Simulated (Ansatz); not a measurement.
Ansatz results at the PBE0-D4/def2-TZVP geometry: LUMO energy (PBE0/def2-TZVPP) -1.61 eV; HOMO energy (B3LYP/def2-TZVPP) -8.32 eV; HOMO–LUMO gap (PBE/def2-TZVPP) 4.69 eV.

Each molecule was computed in one conformer, which needn't be the lowest.

Question: Which molecule gave them?
A. `BOCN`
B. `B[SiH2]B(C)[SiH3]`
C. `NC1(F)CO1`
D. `[F][Zn][CH2]BCl`

Answer: D. The others give `B[SiH2]B(C)[SiH3]`: -2.87, -7.07, 2.44; `BOCN`: -0.35, -7.50, 4.95; `NC1(F)CO1`: 1.13, -7.90, 6.79.

B3LYP here is the variant with VWN-RPA as its local correlation; programs differ in this.
